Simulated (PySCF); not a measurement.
PySCF input for CH7FOSi2, SMILES O[Si@@H](F)C[SiH3], PBE0-D3(BJ)/def2-SVP. The structure is a stationary point at PBE0-D3(BJ)/def2-SVP. The structure was generated by enumeration; whether it is a known compound was not checked. The values are those of a single conformer.

```python
import numpy as np
from pyscf import gto, scf, dft, df
from pyscf.hessian import thermo

mol = gto.M(
    atom='''
    O     0.20743847   -1.53874402    0.70803718
    Si    0.54135213    0.07352761    0.85626588
    F     2.14650264    0.27038687    1.03612661
    C    -0.03670947    0.87975820   -0.70354754
    Si   -1.64160364    0.16777744   -1.39630013
    H     0.38801817   -2.11721181    1.45398719
    H    -0.06712215    0.64895617    2.08617966
    H    -0.16747826    1.95922649   -0.51798584
    H     0.75219200    0.77860806   -1.46860107
    H    -2.67430191    0.07554171   -0.31863467
    H    -2.17174357    1.06286835   -2.47106615
    H    -1.41381786   -1.18833852   -1.97155113
    ''',
    basis='def2-SVP',
    charge=0,
    spin=0,
    max_memory=1600,
    verbose=3,
)
mf = dft.RKS(mol, xc='pbe0').density_fit(auxbasis='def2-universal-jkfit')
mf.disp = 'd3bj'
mf.grids.level = 3
mf.conv_tol = 1e-11
mf.max_cycle = 100
mf.kernel()

# [left out here: the lines that compute and print the analytic Hessian (its translational invariance restored by hand, since the grid's response is missing), thermochemistry and intensities]
```

It prints:

```
converged SCF energy = -795.671049576191

WARN: DFTD3 does not support analytical Hessian, using finite difference


WARN: Mole.unit (angstrom) is changed to Bohr

Mode                                 0                   1                   2
Irrep
Freq [cm^-1]                       33.0558            106.4939            150.0631
Reduced mass [au]                   3.0918              3.5910              1.1993
Force const [Dyne/A]                0.0020              0.0240              0.0159
Char temp [K]                      47.5600            153.2210            215.9074
Normal mode                   x     y     z       x     y     z       x     y     z
       0   O                 0.08 -0.04 -0.01    0.06 -0.05  0.10    0.01 -0.02  0.08
       1  Si                -0.01 -0.02 -0.03    0.00 -0.03  0.04    0.00 -0.01 -0.00
       2   F                -0.03  0.06  0.08    0.01  0.03 -0.07   -0.00  0.02 -0.01
       3   C                 0.06 -0.09 -0.08   -0.05 -0.03  0.06    0.01 -0.04 -0.02
       4  Si                -0.04  0.05  0.02   -0.02  0.05 -0.07   -0.01  0.02 -0.03
       5   H                 0.05 -0.01  0.02    0.15 -0.02  0.10   -0.03  0.03  0.12
       6   H                -0.12 -0.02 -0.09    0.06 -0.04  0.07   -0.01  0.04 -0.03
       7   H                 0.19 -0.06 -0.17   -0.05 -0.03  0.10    0.05 -0.03 -0.01
       8   H                 0.03 -0.25 -0.09   -0.03  0.01  0.08    0.01 -0.05 -0.02
       9   H                -0.01  0.23  0.07   -0.16  0.19 -0.19    0.13 -0.45  0.07
      10   H                 0.01  0.04 -0.01    0.18  0.02 -0.20   -0.25  0.31  0.33
      11   H                -0.22 -0.02  0.10   -0.06 -0.01  0.04    0.07  0.23 -0.49
Mode                                 3                   4                   5
Irrep
Freq [cm^-1]                      221.0747            279.4141            286.3972
Reduced mass [au]                   2.5345              1.6471              3.0655
[...]
Reduced mass [au]                   1.5593              2.2971              1.3372
Force const [Dyne/A]                0.5907              0.9376              0.5807
Char temp [K]                    1153.6897           1197.5566           1235.2149
Normal mode                   x     y     z       x     y     z       x     y     z
       0   O                 0.02  0.03  0.04    0.03  0.11  0.04    0.00  0.09  0.04
       1  Si                 0.02 -0.02 -0.05    0.05 -0.04 -0.01   -0.02 -0.02 -0.02
       2   F                -0.03 -0.00  0.01   -0.11 -0.01  0.00    0.06 -0.01 -0.01
       3   C                -0.02  0.07  0.10    0.01 -0.01 -0.05   -0.02 -0.02  0.03
       4  Si                 0.00 -0.03 -0.02    0.00  0.01  0.01    0.00  0.00 -0.01
       5   H                -0.18 -0.39 -0.25   -0.04 -0.10 -0.12   -0.02 -0.07 -0.09
       6   H                 0.07  0.22 -0.13    0.32 -0.39  0.29   -0.65 -0.52 -0.09
       7   H                 0.26  0.12 -0.03   -0.09 -0.03 -0.04    0.00 -0.01 -0.02
       8   H                 0.05 -0.23  0.20   -0.01  0.09 -0.08   -0.02 -0.06  0.03
       9   H                 0.10  0.11  0.08   -0.05 -0.05 -0.04    0.06  0.02  0.05
      10   H                -0.04  0.07  0.08    0.02 -0.03 -0.04   -0.03 -0.01  0.01
      11   H                -0.28 -0.06 -0.05    0.06  0.02 -0.01    0.01 -0.01  0.02
Mode                                15                  16                  17
Irrep
Freq [cm^-1]                      894.9224            932.7777            944.1025
Reduced mass [au]                   1.6317              1.3694              1.0622
Force const [Dyne/A]                0.7700              0.7020              0.5578
Char temp [K]                    1287.5940           1342.0595           1358.3532
Normal mode                   x     y     z       x     y     z       x     y     z
       0   O                -0.01  0.03 -0.03   -0.01 -0.03 -0.01    0.00  0.00  0.00
       1  Si                 0.07 -0.04  0.04    0.06  0.02  0.02   -0.01  0.00 -0.01
       2   F                -0.07 -0.01 -0.02   -0.06 -0.01 -0.01    0.02  0.00  0.00
       3   C                -0.00  0.02  0.03   -0.00  0.01  0.01   -0.00 -0.00 -0.00
       4  Si                 0.02  0.01 -0.01   -0.03 -0.03 -0.02    0.02 -0.01  0.03
       5   H                 0.13  0.31  0.16    0.01  0.01  0.02   -0.00 -0.01 -0.00
       6   H                -0.29  0.17 -0.24   -0.18 -0.00 -0.09    0.03 -0.02  0.02
       7   H                 0.03  0.05 -0.08    0.01  0.02 -0.04    0.00 -0.01  0.04
       8   H                -0.21 -0.04 -0.18   -0.10 -0.02 -0.09    0.06 -0.02  0.06
       9   H                -0.07 -0.10 -0.09    0.22  0.47  0.26   -0.21  0.44 -0.15
      10   H                -0.21 -0.14 -0.02    0.13  0.19  0.08   -0.30 -0.38 -0.14
      11   H                -0.33 -0.06 -0.02    0.48  0.11 -0.10    0.00  0.25 -0.60
Mode                                18                  19                  20
Irrep
Freq [cm^-1]                      953.8261            968.7864           1014.3413
Reduced mass [au]                   1.0361              2.7611              1.1099
Force const [Dyne/A]                0.5554              1.5268              0.6728
Char temp [K]                    1372.3435           1393.8680           1459.4113
Normal mode                   x     y     z       x     y     z       x     y     z
       0   O                -0.00 -0.01 -0.00    0.02  0.11 -0.01    0.00  0.03 -0.00
       1  Si                 0.01  0.00  0.00   -0.06 -0.10  0.02    0.02 -0.04 -0.00
       2   F                -0.01 -0.00 -0.00    0.05  0.01  0.01   -0.01  0.00  0.00
       3   C                -0.01  0.00  0.01   -0.01  0.03 -0.02    0.00  0.01 -0.00
       4  Si                -0.02  0.02  0.01   -0.01 -0.02 -0.00   -0.02  0.01  0.01
       5   H                -0.00 -0.00  0.00    0.06  0.23  0.07    0.00  0.06  0.02
       6   H                -0.02  0.01 -0.01    0.18  0.25 -0.03   -0.08  0.22 -0.17
       7   H                 0.03  0.01 -0.00    0.14  0.03  0.09   -0.43  0.03 -0.45
       8   H                -0.03 -0.01 -0.01   -0.12  0.00 -0.14    0.42 -0.02  0.43
       9   H                 0.35 -0.29  0.33    0.10  0.17  0.12   -0.05 -0.06 -0.03
      10   H                 0.44 -0.31 -0.48    0.14  0.13  0.04    0.06 -0.01 -0.04
      11   H                -0.15  0.11 -0.30    0.12  0.03 -0.06    0.19  0.04  0.02
Mode                                21                  22                  23
Irrep
Freq [cm^-1]                     1085.7012           1372.6974           2225.6436
Reduced mass [au]                   1.8324              1.0909              1.0370
Force const [Dyne/A]                1.2726              1.2111              3.0264
Char temp [K]                    1562.0823           1975.0060           3202.2056
Normal mode                   x     y     z       x     y     z       x     y     z
       0   O                 0.01 -0.00  0.01   -0.00  0.00 -0.00    0.00 -0.00  0.00
       1  Si                -0.03  0.00 -0.03    0.01  0.00  0.00   -0.00  0.00  0.00
       2   F                 0.02  0.01  0.00   -0.00  0.00 -0.00    0.00 -0.00  0.00
       3   C                 0.13 -0.02  0.14    0.03  0.06 -0.04    0.00 -0.00  0.00
       4  Si                -0.01  0.01 -0.02   -0.00  0.00 -0.00    0.01 -0.02  0.02
       5   H                -0.02 -0.05 -0.03   -0.01  0.01  0.01    0.00 -0.00  0.00
       6   H                 0.13  0.00  0.05   -0.01 -0.01  0.01    0.02 -0.02 -0.04
       7   H                -0.38 -0.00 -0.34   -0.47 -0.10  0.47    0.00 -0.00 -0.00
       8   H                -0.32 -0.02 -0.31   -0.03 -0.67  0.01    0.00  0.00  0.00
       9   H                 0.05  0.02  0.05    0.01 -0.01  0.01   -0.06 -0.01  0.08
      10   H                -0.12 -0.08 -0.03    0.01  0.01 -0.00   -0.34  0.59 -0.70
      11   H                 0.05  0.00  0.01   -0.01 -0.01  0.01    0.01 -0.05 -0.01
Mode                                24                  25                  26
Irrep
Freq [cm^-1]                     2228.5573           2256.3971           2262.8236
Reduced mass [au]                   1.0407              1.0428              1.0412
Force const [Dyne/A]                3.0453              3.1281              3.1411
Char temp [K]                    3206.3978           3246.4530           3255.6993
Normal mode                   x     y     z       x     y     z       x     y     z
       0   O                -0.00 -0.00  0.00   -0.00 -0.00 -0.00    0.00  0.00  0.00
       1  Si                -0.00  0.00  0.00    0.00  0.00 -0.00   -0.01  0.01  0.03
       2   F                -0.00 -0.00  0.00    0.00 -0.00  0.00   -0.00  0.00  0.00
       3   C                -0.00 -0.00 -0.00   -0.00  0.00  0.00   -0.00  0.00 -0.00
       4  Si                 0.02  0.01 -0.03   -0.01  0.03  0.01   -0.00  0.00  0.00
       5   H                 0.00 -0.00 -0.00   -0.00 -0.00  0.00   -0.00  0.00  0.00
       6   H                 0.03 -0.04 -0.07   -0.01  0.01  0.02    0.40 -0.38 -0.81
       7   H                 0.00 -0.00 -0.00    0.00  0.00  0.00   -0.00  0.00  0.00
       8   H                 0.01  0.00 -0.00   -0.00  0.00  0.00    0.00 -0.00  0.00
       9   H                -0.67 -0.06  0.70    0.05  0.02 -0.05    0.06  0.01 -0.06
      10   H                 0.05 -0.06  0.07    0.01 -0.01  0.03    0.02 -0.02  0.03
      11   H                 0.02 -0.06 -0.04    0.15 -0.89 -0.37    0.00 -0.02 -0.01
Mode                                27                  28                  29
Irrep
Freq [cm^-1]                     3075.9492           3143.4154           3942.5123
Reduced mass [au]                   1.0611              1.1021              1.0672
Force const [Dyne/A]                5.9149              6.4159              9.7729
Char temp [K]                    4425.6061           4522.6748           5672.3974
Normal mode                   x     y     z       x     y     z       x     y     z
       0   O                 0.00 -0.00  0.00   -0.00  0.00 -0.00    0.01 -0.04  0.05
       1  Si                -0.00  0.00 -0.00    0.00 -0.00 -0.00    0.00  0.00  0.00
       2   F                 0.00  0.00 -0.00   -0.00  0.00  0.00    0.00  0.00  0.00
       3   C                -0.03 -0.05  0.03    0.05 -0.06 -0.05   -0.00 -0.00 -0.00
       4  Si                 0.00 -0.00  0.00    0.00 -0.00 -0.00    0.00 -0.00  0.00
       5   H                -0.00 -0.00  0.00    0.00 -0.00  0.00   -0.17  0.60 -0.74
       6   H                 0.00  0.00  0.00   -0.00  0.00  0.00   -0.00  0.00  0.00
       7   H                -0.09  0.65  0.12   -0.08  0.67  0.11   -0.00  0.00  0.00
       8   H                 0.50 -0.08 -0.49   -0.47  0.05  0.46   -0.00  0.00  0.00
       9   H                 0.00  0.00 -0.00   -0.00 -0.00  0.00   -0.00  0.00 -0.00
      10   H                -0.00  0.00 -0.00   -0.00  0.00  0.00   -0.00  0.00 -0.00
      11   H                 0.00  0.00 -0.00   -0.00  0.00  0.00   -0.00 -0.00 -0.00
temperature 298.1500 [K]
pressure 101325.00 [Pa]
Rotational constants [GHz] 6.04020 1.64410 1.39569
Symmetry number 1
Zero-point energy (ZPE) 0.07851 [Eh]   206139.935 [J/mol]
                           tot       elec      trans        rot        vib
Entropy [J/mol/K]       370.972      0.000    167.395    115.233     88.344
Cv [J/mol/K]            117.711      0.000     12.472     12.472     92.768
Cp [J/mol/K]            126.026      0.000     20.786     12.472     92.768
Internal energy [J/mol]                      3718.434   3718.434 219888.558
Internal energy [Eh]   -795.58447  -795.67105
Enthalpy [J/mol]                             6197.391   3718.434 219888.558
Enthalpy [Eh]          -795.58352
Gibbs free energy [J/mol]                  -43711.519 -30638.211 193548.801
Gibbs free energy [Eh] -795.62565
mode   freq/cm-1   IR/(km/mol)
   1       33.06         1.100
   2      106.49         0.343
   3      150.06         0.615
   4      221.07        31.714
   5      279.41        49.225
   6      286.40        13.174
   7      356.24        73.648
   8      493.59         3.151
   9      566.43         1.893
  10      688.45        29.020
  11      727.34        78.861
  12      760.19        31.850
  13      801.85       195.667
  14      832.34        17.441
  15      858.52         9.081
  16      894.92       344.929
  17      932.78        12.866
  18      944.10        73.866
  19      953.83        40.239
  20      968.79       242.178
  21     1014.34        27.857
  22     1085.70       177.774
  23     1372.70        13.988
  24     2225.64       124.729
  25     2228.56        82.556
  26     2256.40        81.585
  27     2262.82       157.853
  28     3075.95         0.471
  29     3143.42         0.361
  30     3942.51       128.665
max |gradient| / (hartree/bohr): 2.985101799410681e-05
APT charges: [-0.8621  1.8072 -0.6846 -0.6981  1.0786  0.3247 -0.2996  0.049   0.0447
 -0.2521 -0.2683 -0.2395]
```

Self-consistency was reached.
